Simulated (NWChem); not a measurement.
System: CH$_{5}$O$_{2}$Sb; SMILES [CH3][Sb]([OH])[OH]

```xyz
9

Sb    -0.0839     0.0650     0.3829
C      1.7167    -0.8151    -0.4736
H      2.0905    -1.6475     0.1539
H      2.5017    -0.0400    -0.5677
H      1.4336    -1.2072    -1.4704
O     -1.1803    -1.1876    -0.7738
H     -2.1215    -1.0883    -0.5296
O     -0.0900     1.7018    -0.7997
H      0.2351     1.4457    -1.6868
```
Atoms are numbered in this order, from 1.

Computed with NWChem. All runs use the structure optimised with PBE-D3(BJ)/def2-SVP. def2 effective core potentials on Sb; no spin-orbit coupling.

For level B3LYP/def2-SVP:

```yaml
highest occupied level (eV): -7.01
orbital gap (eV): 6.33
dipole (D): 1.32
```

Question: How do the values read with level Hartree-Fock/def2-SVP instead?

Answer: 
| Property | Value |
|---|---|
| highest occupied level (eV) | -9.83 |
| orbital gap (eV) | 12.40 |
| dipole (D) | 1.73 |
